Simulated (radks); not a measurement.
The boron ion B+, [He] 2s2. Method: non-relativistic Kohn-Sham, PBE, spin-polarised, spherical densities, point nucleus; computed with a radial shooting solver on a logarithmic mesh with Libxc functionals. Every spin shell is full or empty, so the densities are truly spherical. Functionals are evaluated on that one density, not self-consistently. Rank these orbital-free kinetic functionals by their error against the exact value of the orbitals, and give that value: Thomas-Fermi, von Weizsacker, TF + vW, TF + vW/9, TF + vW/5, APBEK, revAPBEK, Perdew 92, Thakkar, Pearson, LKT, PG1, DePristo-Kress, Ernzerhof.

Answer. Exact: 24.2139 hartree. From best to worst, with 100 (|E| - |E exact|)/|E exact| (equal figures are ties): Thakkar +0.06, Perdew 92 -0.13, APBEK -0.14, TF + vW/9 -0.15, revAPBEK +0.66, DePristo-Kress -1.60, Ernzerhof +1.88, Pearson -4.38, TF + vW/5 +8.01, von Weizsacker -8.20, Thomas-Fermi -10.35, PG1 +45.49, LKT +52.83, TF + vW +81.45.
